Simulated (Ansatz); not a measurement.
The same atomization along the group C, Si, Ge, Sn.

Computed with Ansatz on PBE0-D4/def2-TZVP structures; ΔE is electronic, products minus reactants. CCSD(T)/CBS is the MP2 limit (def2-TZVPP, def2-QZVPP) plus CCSD(T) − MP2 in def2-TZVPP, frozen cores. This one scheme is used for every species, atoms too. Open shells (•) are unrestricted, without spin–orbit coupling. Spin–orbit coupling would lower the free atoms: a little for C, F, Si; clearly for Ge; strongly for Sn. Elements past krypton have def2 core potentials. Bonds to Ge, Sn are less sure, by a few kJ/mol each and by 10 to 20 or more in all where they break to atoms, as the def2 sets lack core-valence functions. Scalar relativity is left out up to krypton.

Q: Order these by ΔE at CCSD(T)/CBS, lowest first. (Estimate.)
A. `[F][Sn]([F])([F])[F]` → 4 F• + Sn•
B. `F[Si](F)(F)F` → 4 F• + Si•
C. `FC(F)(F)F` → 4 F• + C•
D. `[F][Ge]([F])([F])[F]` → 4 F• + Ge•

A: A (+1754.8 kJ/mol), D (+1934.2 kJ/mol), C (+1996.5 kJ/mol), B (+2404.1 kJ/mol).

Largest T1 diagnostic: 0.015, for `[F][Sn]([F])([F])[F]`.

For atomizations the MP2-based limit and the directly extrapolated one differ by several kJ/mol either way, and by 10 to 25 for some Ge, Se and Sn compounds, so smaller differences from it don't rank the levels.
